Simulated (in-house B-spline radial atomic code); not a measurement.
Atomic self-consistent-field run: the iridium ion Ir²¹⁺ (with a hole in an inner shell). Method: Dirac-Hartree-Fock, average of the jj configuration, Fermi nucleus of rms radius 5.4032 fm. Calculated with an all-electron radial atomic-structure program (B-spline basis).

In the input, a minus or plus after the letter marks the j = l - 1/2 or j = l + 1/2 subshell.

Command:
```bash
python run_scf.py task.json out
```
Settings (nuclear radius in fm, mass in u):
```
Z                77
configuration    1s2 2s2 2p6 3s2 3p6 3d10 4s2 4p-1 4p+4 4d10 4f11
hamiltonian      dirac
method           hf
spin_polarised   False
nucleus          fermi
rms_radius       5.4032
atomic_mass      192.96292
speed_of_light   137.035999084
```

Output (hartree, bohr):
```
 radial grid: 60 intervals, B-splines of order 8, outer radius 4.7926 bohr

 iter        energy (Eh)    residual
    1      -17523.593021    4.32e+00
    2      -17622.489362    1.80e+00
    3      -17648.260211    5.40e-01
    4      -17650.617678    1.47e-01
    5      -17650.762554    7.05e-02
    6      -17650.807347    4.82e-03
    7      -17650.807452    3.64e-04
    8      -17650.807453    1.88e-05
    9      -17650.807453    8.05e-07
   10      -17650.807453    2.30e-08

 total energy                    -17650.80745
 kinetic                           20107.7737
 electron-nucleus                 -43120.0782
 electron-electron                  5361.4971

 first-order corrections (not in the total)
   Gaunt                            21.9433
   retardation                      -2.3220
   frequency dependence             -0.4091
   self-energy                      16.3164
   Uehling                          -3.2062
   Wichmann-Kroll                    0.1350
   recoil                            0.0308

 orbital      occ     eigenvalue          <r>       <r^2>       <1/r>     <1/r^3>       <r^4>       r_max    small
 1s1/2      2.000     -2836.8141    0.0174381 0.000419501      92.137           - 4.81469e-07     0.01082  8.50e-02
 2s1/2      2.000      -518.7188    0.0729024  0.00635103     22.5756           - 7.07496e-05     0.06245  1.94e-02
 2p1/2      2.000      -496.7897    0.0602383  0.00452688     22.4889           - 4.25647e-05     0.04626  1.95e-02
 2p3/2      4.000      -436.8812    0.0684939  0.00571288     18.5827     18720.9 6.41238e-05     0.05337  1.74e-02
 3s1/2      2.000      -139.3974     0.189299   0.0411188     8.31029           -  0.00255892      0.1755  6.48e-03
 3p1/2      2.000      -129.5749     0.179957   0.0377823      8.2002           -  0.00226804      0.1644  6.40e-03
 3p3/2      4.000      -116.3079     0.194757   0.0440414     7.20217     4339.84  0.00304579      0.1786  5.84e-03
 3d3/2      4.000      -100.2517     0.170155   0.0339863     7.08011     751.267  0.00204394      0.1396  5.69e-03
 3d5/2      6.000       -97.4167     0.174777   0.0357313     6.84587     630.636  0.00223972      0.1436  5.53e-03
 4s1/2      2.000       -46.0569     0.417025    0.195944     3.53702           -   0.0547926      0.3951  2.21e-03
 4p1/2      1.000       -42.1171     0.418589    0.198924     3.44767           -   0.0577032      0.3937  2.14e-03
 4p3/2      4.000       -38.6612      0.44748    0.226848       3.116     1075.44   0.0746047      0.4214  1.94e-03
 4d3/2      4.000       -31.6409     0.451891    0.234566     2.93435     170.834   0.0841244      0.4138  1.77e-03
 4d5/2      6.000       -31.1567     0.460524    0.243296     2.86034     141.525   0.0901692      0.4222  1.72e-03
 4f5/2      4.714       -22.4203      0.46114    0.248091     2.57864     31.7041    0.106888      0.3736  1.43e-03
 4f7/2      6.286       -22.3336     0.465236    0.252207     2.55161     30.3946    0.110026      0.3775  1.41e-03
```

Time taken, with all properties: 0.74 s on 1 thread of Intel(R) Xeon(R) 6975P-C, with other jobs on the host.

For the Dirac Hamiltonian the kinetic term is c α·p + (β - 1)c².
